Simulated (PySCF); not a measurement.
Molecule: `C1[C@]2(F)CC[C@H]1CC2`, C7H11F.

Geometry (Å), atoms numbered from 1 in this order:
```xyz
19

F     0.010    0.869   -2.311
C     0.024    0.399   -1.027
C    -1.293    0.648   -0.290
C    -1.211   -0.356    0.885
C     0.145   -1.051    0.660
C     1.270   -0.046    0.973
C     1.185    0.957   -0.203
C     0.207   -1.112   -0.869
H    -2.131    0.428   -0.969
H    -1.391    1.696    0.029
H    -2.032   -1.087    0.841
H    -1.266    0.130    1.871
H     0.246   -2.007    1.192
H     1.134    0.430    1.955
H     2.247   -0.552    0.993
H     2.096    0.955   -0.820
H     1.001    1.995    0.112
H     1.171   -1.467   -1.265
H    -0.611   -1.689   -1.328
```

Geometry PBE0-D3(BJ)/def2-SVP throughout; GIAO in PySCF 2.14.0 with density-fitted response routines, gas phase, one conformer, non-relativistic; equivalent atoms averaged; basis pcSseg-1.

For orientation, PBE0 gives these absolute shieldings σ: F1 384.2, C2 82.3, C8 141.6, C5 149.2, C4/C6 152.6, H9/H16 29.49, H13 29.56, H18/H19 29.92, H12/H14 29.98 ppm.

A run gave: F1 380.5, C2 74.8, C8 135.4, C5 142.3, C4/C6 146.2, H9/H16 29.60, H13 29.66, H18/H19 30.05, H12/H14 30.08 ppm (absolute shieldings σ).

Problem. Which functional was used in that run?
A. LDA
B. B3LYP
C. B97-2
D. HF

Solution. B. C2 tells them apart best: B3LYP gives 74.8, LDA gives 69.1, B97-2 gives 82.7, HF gives 101.8 ppm.
